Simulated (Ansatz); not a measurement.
OS, triplet, geometry from GFN2-xTB; PBE0/def2-TZVP (Ansatz, an electronic-structure program).

Input for Ansatz:
Ansatz 0.2 input:
```yaml
crystal:
  periodic: [false, false, false]
  atoms:
    - {symbol: O, position_ang: [-0.00000000, -0.00000000, -0.97800273]}
    - {symbol: S, position_ang: [0.00000000, 0.00000000, 0.48900137]}
basis:
  gaussian:
    orbitals: def2-TZVP
hamiltonian:
  xc: pbe0
magnetization: {spin_polarized: true, initial_magnetization: 2}
accuracy: high
```

Task: Write the output that Ansatz gives for this input, abridged.

Result: 
```
Functional definition: PBE0
952 factors; integrals over basis functions are off by at most 3.8e-9 eV
mean field evaluation 1: about -12872.4404 eV, gradient 3.3e1 eV
mean field evaluation 2: about -12853.0529 eV, gradient 7.6e1 eV
mean field evaluation 4: about -12876.0995 eV, gradient 1.6e0 eV
mean field evaluation 8: about -12876.2451 eV, gradient 2.9e-1 eV
mean field evaluation 16: about -12876.2455 eV, gradient 2.8e-5 eV
mean field -12876.24548114 eV, -473.1932935993 hartree, gradient 1.1e-8 eV, S^2 2.010773; 0 other end points of the search recorded, 0 dependent functions left out
reference -12876.24548260 eV, -473.1932936529 hartree; 13, 11 occupied and 55, 57 virtual orbitals, 952 factors
Total energy: -12876.24548260 eV, -473.1932936529 hartree
```
